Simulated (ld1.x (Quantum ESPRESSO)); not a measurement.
# What one change does to a pseudopotential (O (Z = 8), TM)

* Element: oxygen
* Generator: ld1.x (Quantum ESPRESSO) 7.5
* Type: norm-conserving Troullier–Martins (Kleinman–Bylander form)
* Functional: LDA (PZ)
* Relativity: non-relativistic
* Frozen core: [He]
* Valence charge: 6
* Reference configuration: 2s2 2p3.5 (charge +0.5)
* Partial waves: 2p (bound): rc 1.25 bohr; 3d channel at -0.15 Ry: rc 1.10 bohr; 2s (bound): rc 0.90 bohr
* Local potential: the s channel
* Core correction: Bessel-smoothed model core, default radius (core density twice the valence density)

Change: all radii but the core radius scaled by about 0.73 (s 0.66, p 0.92, d 0.80 bohr).

Cutoffs: the cutoffs (Ry, on a coarse ladder) from which the occupation-weighted sum of valence levels, in a spherical-Bessel basis at the reference potential, stays within 10 and 1 mRy of its value at 400 Ry; they do not see the model core or the augmentation charge, which bear on the density cutoff. Errors are all-electron minus pseudo energies relative to the spin-unpolarised reference configuration.

Problem. How do hardness, ghosts and transferability respond?

Solution. The potential gets harder (90 Ry and 180 Ry → 140 Ry and 260 Ry); of the 9 tests that both files solve, the error grows in 1 and shrinks in 8 by more than 15 % and 0.3 meV (median size 30.2 → 8.4 meV); neither file shows a bound ghost. A smaller radius makes the pseudo-wave follow the all-electron one further in, where it bends more sharply, so more plane waves are needed.

```csv
quantity,base,changed
"cutoff, loose",90 Ry,140 Ry
"cutoff, tight",180 Ry,260 Ry
loose cutoff by channel (10 mRy a level),"p 70 Ry, s 60 Ry","p 100 Ry, s 70 Ry"
bound ghosts,none,none
"error for 2s2 2p4, meV [ΔE -6.37 eV]",+0.8,-0.1
"error for 2s2 2p3, meV [ΔE 10.22 eV]",+2.7,+0.2
"error for 2s2 2p2, meV [ΔE 43.94 eV]",+56,+7.9
"error for 2s0 2p6, meV [ΔE 22.75 eV]",+87,+35
"error for 2s1 2p4, meV [ΔE 25.00 eV]",+5.4,+8.4
"error for 2s2 2p4.3, meV [ΔE -8.55 eV]",+1.3,-0.2
"error for 2s2 2p0, meV [ΔE 174.86 eV]",+1011,+230
"error for 2s2 2p3.5 (spin-polarised), meV [ΔE -2.47 eV]",+52,+29
"error for 2s2 2p4 (spin-polarised), meV [ΔE -7.78 eV]",+30,+16
```
